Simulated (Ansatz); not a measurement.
Reaction (ligand exchange at a B–Br bond): `OCB(F)Br` + H₂S → `OCB(F)S` + HBr

Gas-phase electronic energies from Ansatz, PBE0-D4/def2-TZVP geometries. CCSD(T)/CBS adds triple-zeta CCSD(T) − MP2 to the extrapolated MP2 energy (def2 sets, frozen cores). This one scheme is used for every species. Functionals use def2-TZVPP. B3LYP here is the variant with VWN-RPA as its local correlation; programs differ in this. For Br outer-core shells are correlated without core-valence functions, which leaves a few kJ/mol of doubt a bond. Scalar relativity is left out up to krypton. One conformer a species, not always the lowest.

`OCB(F)Br`:

```xyz
8

O     0.634   -0.772    1.238
C     0.059   -0.702   -0.041
B    -0.339    0.703   -0.592
F    -0.879    0.828   -1.782
Br   -0.057    2.302    0.441
H     0.693    0.118    1.599
H     0.738   -1.152   -0.783
H    -0.849   -1.325   -0.080
```

H₂S:

```xyz
3

S     0.126    0.162    0.585
H    -0.644    0.687   -0.380
H     0.518   -0.849   -0.204
```

`OCB(F)S`:

Z-matrix (Å, degrees):
```
C
B 1 1.570
O 1 1.413 2 114.8
H 1 1.103 2 108.2 3 -124.0
H 1 1.097 2 109.6 3 121.8
S 2 1.801 1 125.2 3 -172.9
F 2 1.333 1 118.3 3 8.7
H 3 0.961 1 108.7 2 -20.1
H 6 1.343 2 95.3 1 1.8
```

HBr:

Z-matrix (Å, degrees):
```
Br
H 1 1.420
```

Problem. Is it downhill or uphill in electronic energy at CCSD(T)/CBS, and by how much? (Best estimate.)

Solution. The calculation gave: Uphill: ΔE = +12.8 kJ/mol.

Problem. What do these levels give: PBE0-D4, B3LYP-D4, ωB97M-V, PBE0, HF/def2-TZVPP, HF/CBS(def2)? (Best estimate.)

Solution. Computed: PBE0-D4 9.9, B3LYP-D4 9.7, ωB97M-V 11.4, PBE0 9.9, HF/def2-TZVPP 12.6, HF/CBS(def2) 12.7 kJ/mol.

Largest T1 diagnostic among the species: 0.012.
